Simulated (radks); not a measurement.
Values are calculated unless marked as measured or tabulated.
Numerical settings for neutral bismuth, [Hg] 6p3. Level of theory: scalar-relativistic Kohn-Sham, PBEsol, spin-polarised, spherical densities, point nucleus; open shells are filled with parallel spins first (spin-orbit coupling, left out, can overturn this in heavy ions) (a radial shooting solver on a logarithmic mesh with Libxc functionals). The defaults (mesh step 0.008 in ln r, mesh end at 40 bohr or more with all orbitals vanishing there, Anderson mixing 0.5 over 9 steps, residual threshold near 1e-9 with the energy settled to 1e-9 hartree or 1e-11 of itself, here a cap of 55 iterations) give E = -21525.121 hartree and 6p at -5.198 eV in 14 iterations. Run on one thread of a shared host, so times are rough (Intel(R) Xeon(R) 6975P-C): 0.27 s of CPU time, 0.27 s wall, 14 iterations on 2728 mesh points. Changes against that run (0 stands for a change within the tolerance of the run):

| setting | iterations | converged | E (mhartree) | e(6p) (meV) | CPU (s) |
|---|---|---|---|---|---|
| mesh step in ln r 0.005 | 14 | yes | 0 | 0 | 0.41 |
| mesh step in ln r 0.05 | 14 | yes | +0.269 | -0.00368 | 0.05 |
| mesh step in ln r 0.08 | 4 | no | diverged | - | 0.08 |
| mesh end (bohr) 12 | 14 | yes | +0.031 | +2.95 | 0.25 |
| mesh end (bohr) 3 | 14 | level above zero | +2.85e+03 | +2.72e+04 | 0.22 |
| residual threshold 0.001 | 9 | yes | 0 | +0.12 | 0.19 |
| residual threshold 1e-13 | 22 | yes | 0 | 0 | 0.32 |
| mixing 1.5 | 15 | yes | 0 | 0 | 0.27 |
| linear mixing, mixing 0.2 | 55 | no | -0.00137 | -0.00684 | 0.84 |
| linear mixing, mixing 0.8 | 55 | no | -0.0246 | -1 | 1.1 |
| mixing history 3 | 16 | yes | 0 | 0 | 0.27 |
| iteration cap 8 | 8 | no | 0 | +0.12 | 0.17 |

Settled on a wrong energy, with an occupied level pushed above zero by the early mesh end: mesh end (bohr) 3 (+2.85 hartree). Apart from these: no run marked as converged misses the energy by more than 1 mhartree. A mesh that ends early acts as a hard wall.
